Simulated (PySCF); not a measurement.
SiF2I2, SMILES F[Si](F)(I)I.

Geometry optimised at B3LYP-D3(BJ)/def2-SVP. The def2 effective core potentials stand for the cores of I; spin–orbit coupling is left out.

Method: TDA-PBE/def2-SVPD (PySCF).

Vertical excitations. Gas-phase values at a fixed geometry. State labels are in the subgroup C2v.

```json
[
 {"state": "S1", "symmetry": "B1", "energy (eV)": "4.38", "λ (nm)": "283", "f": "0.028", "main pairs": "HOMO→LUMO 98 %"},
 {"state": "S2", "symmetry": "A2", "energy (eV)": "4.48", "λ (nm)": "277", "f": "0.000", "main pairs": "HOMO−1→LUMO 99 %"},
 {"state": "S3", "symmetry": "B2", "energy (eV)": "4.80", "λ (nm)": "258", "f": "0.004", "main pairs": "HOMO−2→LUMO 99 %"},
 {"state": "S4", "symmetry": "A1", "energy (eV)": "4.98", "λ (nm)": "249", "f": "0.003", "main pairs": "HOMO−3→LUMO 99 %"},
 {"state": "S5", "symmetry": "A2", "energy (eV)": "6.06", "λ (nm)": "205", "f": "0.000", "main pairs": "HOMO→LUMO+1 100 %"},
 {"state": "S6", "symmetry": "B1", "energy (eV)": "6.24", "λ (nm)": "199", "f": "0.004", "main pairs": "HOMO−1→LUMO+1 67 %, HOMO−4→LUMO 32 %"},
 {"state": "S7", "symmetry": "B1", "energy (eV)": "6.33", "λ (nm)": "196", "f": "0.015", "main pairs": "HOMO→LUMO+2 80 %, HOMO−4→LUMO 15 %"},
 {"state": "S8", "symmetry": "A1", "energy (eV)": "6.42", "λ (nm)": "193", "f": "0.012", "main pairs": "HOMO→LUMO+3 96 %"},
 {"state": "S9", "symmetry": "A2", "energy (eV)": "6.49", "λ (nm)": "191", "f": "0.000", "main pairs": "HOMO−1→LUMO+2 100 %"},
 {"state": "S10", "symmetry": "B2", "energy (eV)": "6.60", "λ (nm)": "188", "f": "0.014", "main pairs": "HOMO−1→LUMO+3 94 %"},
 {"state": "T1", "symmetry": "B1", "energy (eV)": "3.95", "λ (nm)": "314", "f": "0", "main pairs": "HOMO→LUMO 100 %"},
 {"state": "T2", "symmetry": "A2", "energy (eV)": "4.13", "λ (nm)": "300", "f": "0", "main pairs": "HOMO−1→LUMO 100 %"},
 {"state": "T3", "symmetry": "B2", "energy (eV)": "4.42", "λ (nm)": "280", "f": "0", "main pairs": "HOMO−2→LUMO 99 %"},
 {"state": "T4", "symmetry": "A1", "energy (eV)": "4.60", "λ (nm)": "270", "f": "0", "main pairs": "HOMO−3→LUMO 99 %"}
]
```
Triplets are in the Tamm–Dancoff approximation.
